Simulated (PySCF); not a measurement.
Ge(H)2(Cl)(OMe) (CH5ClGeO), SMILES C[O][GeH2][Cl]. The structure is a stationary point at PBE-D3(BJ)/def2-SVP. The structure was generated by enumeration, and PubChem lists no compound with its InChIKey, so it may never have been made. One conformer was computed; it need not be the lowest.

Computed equilibrium geometry at PBE-D3(BJ)/def2-SVP (PySCF confirms it by a frequency run) as a Z-matrix (one conformer of several):
```
O
C 1 1.4191
H 2 1.1093 1 107.90
H 2 1.1138 3 108.20 1 -121.47
H 2 1.1161 3 107.91 4 -116.64
Ge 1 1.7874 2 119.22 3 178.93
H 6 1.5406 1 105.00 2 177.60
H 6 1.5518 7 116.56 1 -122.63
Cl 6 2.1854 7 109.49 8 -120.83
```
Charge 0, spin multiplicity 1.
